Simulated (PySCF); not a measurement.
Gas-phase reaction: GaH3 + GaHCl2 = 2 HCl + 2 GaH

Method: PySCF energies (xtb for GFN2) plus ideal-gas RRHO corrections (1 bar). † marks an energy on the PBE0/def2-TZVP geometry and frequencies; other levels use their own. All species are closed-shell singlets. Ga: all electrons, no relativistic terms. GaH3, GaHCl2, GaH: computed as isolated molecules; such fragments, hydroxides, amides, oligomers or adducts are transient or little studied in the gas.

LDA/def2-TZVP† gives ΔH°(298 K) = 426 kJ.

**Question.** What do PBE/def2-TZVP†, r2SCAN/def2-TZVP†, GFN2-xTB give?

**Answer.** PBE/def2-TZVP†: 358 kJ; r2SCAN/def2-TZVP†: 415 kJ; GFN2-xTB: 357 kJ. For scale, ΔH°(298 K) is 426 kJ at this level, 373 kJ at ωB97M-V/def2-TZVP†, and runs from 305 to 426 kJ over the 20 levels computed.
